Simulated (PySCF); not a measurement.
Gas-phase reaction: 2 Na + I2 ⇌ Na2I2

Method: PySCF energies plus ideal-gas RRHO corrections (1 bar). † marks an energy on the PBE0/def2-TZVP geometry and frequencies; other levels use their own. CCSD(T) freezes the core. Open shells (unrestricted): Na (multiplicity 2); the rest are closed-shell singlets. B3LYP is the form with VWN-RPA correlation. For Na the outer core is correlated in a valence basis, which is rough. I: scalar-relativistic def2 core potential, no spin-orbit coupling. CCSD(T) isn't extrapolated to the basis-set limit; its ΔH°(298 K) is -634.0 kJ in def2-SVP and -624.7 kJ in def2-TZVPP. The harmonic model lacks anharmonicity and excited electronic states, which grow with temperature; levels with a mode under 35 cm⁻¹ are left out. Soft modes under 120 cm⁻¹ make the harmonic entropy rough for Na2I2.

```csv
level,"ΔE electronic, kJ","ΔH°(298 K), kJ","ΔS°(298 K), J/K","ΔG°(1800 K), kJ"
B3LYP/def2-TZVP†,-592,-591,-195,-245
BLYP/def2-TZVP†,-564,-562,-195,-217
CCSD(T)/def2-SVP†,-636,-634,-195,-289
CCSD(T)/def2-TZVPP†,-626,-625,-195,-279
HF/def2-TZVP†,-571,-569,-195,-224
PBE/def2-SVP,-591,-590,-195,-245
PBE0/def2-QZVP†,-595,-593,-195,-248
PBE0/def2-SVP†,-620,-618,-195,-273
r2SCAN/def2-TZVP†,-627,-625,-195,-280
LDA/def2-TZVP†,-602,-600,-195,-255
ωB97X-V/def2-TZVP†,-638,-636,-195,-291
```
ΔH° is lowest at ωB97X-V/def2-TZVP† and highest at BLYP/def2-TZVP†. No reference value is set beside these.
